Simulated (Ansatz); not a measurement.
Consider the ligand exchange at the Si–C bond: `N[SiH2]C(F)[TeH]` + `C[SiH2]O` → `C[SiH2]O[SiH2]N` + `FC[TeH]`.

Isolated molecules relaxed with PBE0-D4/def2-TZVP in Ansatz; ΔE leaves out vibrations. CBS: MP2 limit from def2 TZ/QZ plus the TZ coupled-cluster correction, frozen cores. This one scheme is used for every species. DFT in def2-TZVPP. B3LYP here is the variant with VWN-RPA as its local correlation; programs differ in this. def2 core potentials past Kr. For Te outer-core shells are correlated without core-valence functions, which leaves a few kJ/mol of doubt a bond. Each species was taken in one conformer, which may not be the lowest.

`N[SiH2]C(F)[TeH]`:

Cartesian coordinates in Å:
```
N 0.862 0.476 1.524
Si -0.406 -0.340 0.724
C -0.021 -0.678 -1.106
F -0.989 -1.478 -1.689
Te 0.227 1.176 -2.168
H 1.195 1.374 1.213
H 1.554 -0.028 2.050
H -0.594 -1.641 1.418
H -1.664 0.450 0.731
H 0.951 -1.169 -1.229
H -1.115 1.859 -1.470
```

`C[SiH2]O`:

```xyz
9

C     1.115    0.363    0.019
Si   -0.601   -0.261    0.388
O    -1.680    0.105   -0.808
H     1.786    0.141    0.855
H     1.113    1.445   -0.136
H     1.530   -0.110   -0.875
H    -1.143    0.391    1.605
H    -0.543   -1.736    0.603
H    -1.577   -0.336   -1.651
```

`C[SiH2]O[SiH2]N`:

Z-matrix (Å, degrees):
```
C
Si 1 1.857
H 1 1.092 2 110.9
H 1 1.093 2 110.5 3 -120.0
H 1 1.093 2 110.8 3 120.2
O 2 1.638 1 109.2 3 -60.8
H 2 1.490 1 110.3 3 179.0
H 2 1.492 1 110.4 3 59.8
Si 6 1.639 2 142.6 1 162.2
N 9 1.705 6 116.0 2 44.5
H 9 1.484 6 108.2 2 -74.9
H 9 1.481 6 105.5 2 164.4
H 10 1.006 9 121.7 6 -83.4
H 10 1.006 9 122.3 6 72.0
```

`FC[TeH]`:

```xyz
6

F    -1.266    0.872   -0.503
C    -0.391    0.274    0.364
Te    1.569    0.013   -0.467
H    -0.778   -0.704    0.647
H    -0.270    0.907    1.244
H     1.137   -1.362   -1.285
```

```
             level  ΔE (kJ/mol)  difference from CCSD(T)/CBS
         r2SCAN-D4       -128.4                         -0.5
           ωB97X-V       -130.7                         -2.8
             B3LYP       -137.4                         -9.5
SCS-MP2/def2-TZVPP       -136.2                         -8.3
   CCSD/def2-TZVPP       -136.1                         -8.2
CCSD(T)/def2-TZVPP       -131.2                         -3.3
     HF/def2-QZVPP       -163.1                        -35.2
      HF/CBS(def2)       -163.4                        -35.5
     MP2/CBS(def2)       -127.0                          0.9
    CCSD/CBS(def2)       -132.8                         -4.9
       CCSD(T)/CBS       -127.9                            0
```

Largest T1 diagnostic among the species: 0.012.

In def2-TZVPP, CCSD(T) changes the Hartree–Fock value by +29.9 kJ/mol (the triples alone add +4.9 kJ/mol) and MP2 by +30.7 kJ/mol. From PBE to PBE0 (25 % exact exchange), in def2-TZVPP and without D4, ΔE moves by −7.9 kJ/mol.
